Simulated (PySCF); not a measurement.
**Magnetisability: `C=C[C@@H]1[C@H](C)[C@@H]1C=C`, C8H12**

Molfile (atoms numbered from 1):
```
C8H12
     RDKit          3D

 20 20  0  0  0  0  0  0  0  0999 V2000
   -2.4100   -1.6437   -0.5871 C   0  0  0  0  0  0  0  0  0  0  0  0
   -1.4067   -0.7805   -0.5766 C   0  0  0  0  0  0  0  0  0  0  0  0
   -0.8057   -0.2604    0.6563 C   0  0  2  0  0  0  0  0  0  0  0  0
   -0.2258    1.1275    0.7568 C   0  0  2  0  0  0  0  0  0  0  0  0
   -0.2495    2.1043   -0.3912 C   0  0  0  0  0  0  0  0  0  0  0  0
    0.7040   -0.0588    0.7976 C   0  0  2  0  0  0  0  0  0  0  0  0
    1.6319   -0.3747   -0.2933 C   0  0  0  0  0  0  0  0  0  0  0  0
    2.8169   -0.9316   -0.1001 C   0  0  0  0  0  0  0  0  0  0  0  0
   -2.8452   -2.0190    0.3248 H   0  0  0  0  0  0  0  0  0  0  0  0
   -2.8368   -2.0091   -1.5049 H   0  0  0  0  0  0  0  0  0  0  0  0
   -0.9985   -0.4297   -1.5130 H   0  0  0  0  0  0  0  0  0  0  0  0
   -1.2976   -0.6328    1.5489 H   0  0  0  0  0  0  0  0  0  0  0  0
   -0.3809    1.6193    1.7120 H   0  0  0  0  0  0  0  0  0  0  0  0
   -1.2136    2.6104   -0.4262 H   0  0  0  0  0  0  0  0  0  0  0  0
   -0.0852    1.6210   -1.3484 H   0  0  0  0  0  0  0  0  0  0  0  0
    0.5270    2.8557   -0.2532 H   0  0  0  0  0  0  0  0  0  0  0  0
    1.1058   -0.3111    1.7737 H   0  0  0  0  0  0  0  0  0  0  0  0
    1.3144   -0.1336   -1.2969 H   0  0  0  0  0  0  0  0  0  0  0  0
    3.1686   -1.1892    0.8855 H   0  0  0  0  0  0  0  0  0  0  0  0
    3.4819   -1.1532   -0.9165 H   0  0  0  0  0  0  0  0  0  0  0  0
  1  2  2  0
  2  3  1  0
  3  4  1  0
  4  5  1  0
  4  6  1  0
  6  7  1  0
  7  8  2  0
  6  3  1  0
  1  9  1  0
  1 10  1  0
  2 11  1  0
  3 12  1  1
  4 13  1  1
  5 14  1  0
  5 15  1  0
  5 16  1  0
  6 17  1  1
  7 18  1  0
  8 19  1  0
  8 20  1  0
M  END
```

The calculation used GIAO B3LYP/pcSseg-1 magnetisability, rotational g tensor and spin-rotation constants, non-relativistic, gas phase in PySCF. Geometry: GFN2-xTB.

(1) How diamagnetic is it, and how anisotropic?

(2) Split it along the inertial axes a, b, c into diamagnetic and paramagnetic parts about the centre of mass, with the quadrupole moment.

(3) And the rotational g tensor?

Results:

(1) Isotropic -1318 × 10⁻³⁰ J/T², or -79.4 × 10⁻⁶ cm³/mol; principal values -1390, -1284, -1280 × 10⁻³⁰ J/T², anisotropy 108 × 10⁻³⁰ J/T² (root of half the summed squared differences of the principal values). The susceptibility is in cgs units.

(2) 
```tsv
axis	χ (10⁻⁶ cm³/mol)	diamagnetic (10⁻⁶ cm³/mol)	paramagnetic (10⁻⁶ cm³/mol)	summed x² of all electrons (Å²)	quadrupole Θ (D Å)
a	-77.3	-612.9	535.6	176.9	-2.48
b	-83.7	-927.6	843.9	102.7	-2.46
c	-77.1	-1186.4	1109.3	41.7	+4.94
```
Anisotropies 2χaa − χbb − χcc = +6.3 and 2χbb − χaa − χcc = -13.0 × 10⁻⁶ cm³/mol. Θ is traceless in Buckingham's convention.

(3) 
```tsv
axis	rotational constant (GHz)	g	nuclear part	electronic part
a	2.5569	-0.0132	0.6301	-0.6433
b	1.5257	-0.0033	0.6016	-0.6049
c	1.1527	-0.0084	0.5923	-0.6007
```
Asymmetric top; isotopes 12C, 1H; no vibrational averaging.
